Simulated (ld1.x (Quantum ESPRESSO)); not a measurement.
An all-electron radial function and its pseudo partner (H (Z = 1))

Columns: radius, all-electron u(r) and pseudo u(r) of the 1s shell (level -6.53 eV) of hydrogen in the configuration 1s1; BLYP, scalar-relativistic, PAW scheme, ld1.x (Quantum ESPRESSO) 7.5.

```csv
r (bohr),all-electron,pseudo
0.080,0.1437,0.0897
0.160,0.2644,0.1776
0.240,0.3648,0.2620
0.320,0.4476,0.3413
0.400,0.5151,0.4142
0.480,0.5692,0.4794
0.560,0.6118,0.5363
0.640,0.6445,0.5843
0.720,0.6687,0.6232
0.800,0.6856,0.6533
0.880,0.6963,0.6749
0.960,0.7016,0.6887
1.040,0.7025,0.6956
1.120,0.6996,0.6965
1.200,0.6934,0.6925
1.280,0.6846,0.6847
1.360,0.6736,0.6739
1.440,0.6609,0.6610
1.520,0.6466,0.6466
1.600,0.6312,0.6312
1.680,0.6149,0.6149
1.760,0.5979,0.5979
1.840,0.5804,0.5804
1.920,0.5625,0.5625
2.000,0.5445,0.5445
2.080,0.5264,0.5264
```

(1) How many radial nodes do the two functions have?

(2) At about which radius was the pseudo-wave matched?

(3) Is the pseudo-wave norm-conserving?

## Answers

(1) The all-electron 1s function has n − l − 1 = 0; the pseudo-wave has 0.

(2) 1.60 bohr. The columns agree to 0.0005 from 1.28 bohr on; several derivatives are matched, so the curves merge somewhat inside the radius.

(3) No, it belongs to a PAW set: the norm inside the radius is not constrained, and the difference is carried by the augmentation charge.
